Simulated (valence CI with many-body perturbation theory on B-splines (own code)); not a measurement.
# Forbidden lines of V²⁺

Computed by relativistic CI+MBPT: three valence electrons over a frozen Dirac-Fock core [Ar], a basis of 9 s, 9 p, 10 d, 8 f, 5 g, 3 h, 1 i functions for each j, with the one-electron correlation potential Σ1 (screened to all orders), the two-electron term Σ2, the three-electron term Σ3, Breit, model QED; selected single and double excitations, second order for the rest, scaled by the run's own slope (own B-spline code, finite nucleus).

Against 63 measured levels this calculation errs by 855 cm⁻¹ on average and by 1608 at most. These come from a selection out of Sugar and Corliss, J. Phys. Chem. Ref. Data 7, 1191 (1978). Levels without a partner in it may be off by more, other configurations by 1,000 to 8,000 cm⁻¹. 1 measured level below the end of the list, from 89458 cm⁻¹ on, found no clear computed partner, and computed levels of the same name lie up to 1940 cm⁻¹ from them.

Lines 51 to 100 of 114 in falling wavelength, among levels below 102228 cm⁻¹, chosen from the decays that carry over 1 % of a level's rate. Wavelengths and rates use the calculated energies, so an error of 900 cm⁻¹ moves a line at 370.1 nm by 3.3 % and its rate by three times that or more. Electric multipoles are in the length gauge, E1 and E2 with the static RPA response of the core. S is in atomic units (e²a₀⁴ for E2 and M2, e²a₀⁶ for E3), for M1 in squared Bohr magnetons. Weak lines are less certain than strong ones. Lines between different terms over intervals too small for the method are left out, as are lines whose strength nearly cancels and 3 of this kind that miss the measured wavelength by over 7 %.

Letters in brackets count levels of one name in rising energy.

```
λ vac (nm)  λ from measured levels           Upper           Lower  Type   A (s⁻¹)  S (a.u.)
     381.8                   385.6  3d3 2D_5/2 [b]  3d3 2D_3/2 [a]    E2  4.68e-01  2.03e+00
     381.3                   384.7  3d3 2D_3/2 [b]  3d3 2D_5/2 [a]    E2  1.62e-01  4.66e-01
     370.1                   374.7  3d3 2D_5/2 [b]      3d3 2P_1/2    E2  2.18e-01  8.12e-01
     370.1                   374.3  3d3 2D_5/2 [b]      3d3 2P_3/2    E2  3.62e-01  1.35e+00
     368.8                   373.3  3d3 2D_3/2 [b]      3d3 2P_1/2    E2  4.96e-01  1.21e+00
     368.8                   372.8  3d3 2D_3/2 [b]      3d3 2P_3/2    E2  8.45e-01  2.06e+00
     366.7                   368.4      3d3 2F_7/2      3d3 4F_9/2    M1  1.23e-02  1.80e-04
     361.9                   363.6      3d3 2F_5/2      3d3 4F_7/2    M1  2.09e-03  2.20e-05
     361.1                   351.7   3d2 4s 2D_5/2      3d3 2F_7/2    E2  1.63e+00  5.37e+00
     360.9                   362.6      3d3 2F_7/2      3d3 4F_5/2    M1  4.94e-03  6.89e-05
     357.6                   359.1      3d3 2F_5/2      3d3 4F_3/2    M1  1.10e-02  1.12e-04
     324.1                   332.4  3d3 2D_5/2 [b]      3d3 2G_9/2    E2  4.95e+00  9.47e+00
     322.5                   309.1   3d2 4s 4F_3/2      3d3 4P_3/2    E2  1.04e+00  1.30e+00
     321.8                   330.0  3d3 2D_5/2 [b]      3d3 2G_7/2    E2  3.91e-01  7.22e-01
     321.7                   308.4   3d2 4s 4F_3/2      3d3 4P_1/2    E2  2.62e+00  3.23e+00
     320.8                   307.5   3d2 4s 4F_5/2      3d3 4P_3/2    E2  2.17e+00  3.94e+00
     320.8                   328.9  3d3 2D_3/2 [b]      3d3 2G_7/2    E2  5.53e+00  6.70e+00
     320.2                   307.0   3d2 4s 4F_7/2      3d3 4P_5/2    E2  1.53e+00  3.68e+00
     320.0                   306.8   3d2 4s 4F_5/2      3d3 4P_1/2    E2  1.19e+00  2.14e+00
     318.4                   305.3   3d2 4s 4F_7/2      3d3 4P_3/2    E2  2.35e+00  5.49e+00
     317.4                   303.5   3d2 4s 2F_5/2  3d3 2D_5/2 [a]    E2  9.00e-01  1.55e+00
     317.1                   304.2   3d2 4s 4F_9/2      3d3 4P_5/2    E2  3.99e+00  1.14e+01
     316.7                   303.1   3d2 4s 2F_5/2  3d3 2D_3/2 [a]    E2  2.11e+00  3.59e+00
     312.9                   307.5   3d2 4s 2F_5/2      3d3 2H_9/2    E2  1.84e+01  2.95e+01
     312.6                   299.1   3d2 4s 2F_7/2  3d3 2D_5/2 [a]    E2  5.04e+00  1.08e+01
     312.0                   298.7   3d2 4s 2F_7/2  3d3 2D_3/2 [a]    E2  2.08e+00  4.40e+00
     309.9                   304.6   3d2 4s 2F_7/2     3d3 2H_11/2    E2  1.91e+01  3.90e+01
     308.6                   296.3   3d2 4s 2F_5/2      3d3 2P_1/2    E2  2.07e+00  3.11e+00
     308.6                   296.1   3d2 4s 2F_5/2      3d3 2P_3/2    E2  3.37e+00  5.06e+00
     308.3                   303.1   3d2 4s 2F_7/2      3d3 2H_9/2    E2  1.35e+00  2.68e+00
     304.2                   291.9   3d2 4s 2F_7/2      3d3 2P_3/2    E2  1.31e+00  2.43e+00
     275.9                   269.2   3d2 4s 2F_5/2      3d3 2G_9/2    E2  3.54e+00  3.04e+00
     274.3                   267.7   3d2 4s 2F_5/2      3d3 2G_7/2    E2  2.43e+01  2.02e+01
     272.4                   265.8   3d2 4s 2F_7/2      3d3 2G_9/2    E2  2.40e+01  2.57e+01
     270.7                   264.3   3d2 4s 2F_7/2      3d3 2G_7/2    E2  2.42e+00  2.52e+00
     258.3                   251.3   3d2 4s 2D_5/2  3d3 2D_5/2 [a]    E2  1.45e+01  8.91e+00
     257.7                   250.7   3d2 4s 2D_3/2  3d3 2D_5/2 [a]    E2  6.47e+00  2.63e+00
     257.3                   250.5   3d2 4s 2D_3/2  3d3 2D_3/2 [a]    E2  2.00e+01  8.06e+00
     252.5                   246.4   3d2 4s 2D_5/2      3d3 2P_1/2    E2  3.27e+00  1.80e+00
     252.5                   246.2   3d2 4s 2D_5/2      3d3 2P_3/2    E2  1.38e+01  7.58e+00
     251.9                   245.8   3d2 4s 2D_3/2      3d3 2P_1/2    E2  9.12e+00  3.30e+00
     235.4                   229.7   3d2 4s 4F_5/2      3d3 4F_9/2    E2  2.03e+00  7.85e-01
     235.0                   229.4   3d2 4s 4F_3/2      3d3 4F_7/2    E2  3.91e+00  1.00e+00
     234.1                   228.5   3d2 4s 4F_7/2      3d3 4F_9/2    E2  1.89e+01  9.52e+00
     234.1                   228.5   3d2 4s 4F_5/2      3d3 4F_7/2    E2  2.79e+01  1.05e+01
     233.9                   228.3   3d2 4s 4F_3/2      3d3 4F_5/2    E2  3.22e+01  8.05e+00
     233.2                   227.6   3d2 4s 4F_3/2      3d3 4F_3/2    E2  3.38e+01  8.33e+00
     233.0                   227.5   3d2 4s 4F_5/2      3d3 4F_5/2    E2  1.83e+01  6.74e+00
     232.8                   227.3   3d2 4s 4F_7/2      3d3 4F_7/2    E2  2.81e+01  1.37e+01
     232.5                   226.9   3d2 4s 4F_9/2      3d3 4F_9/2    E2  5.45e+01  3.31e+01
```
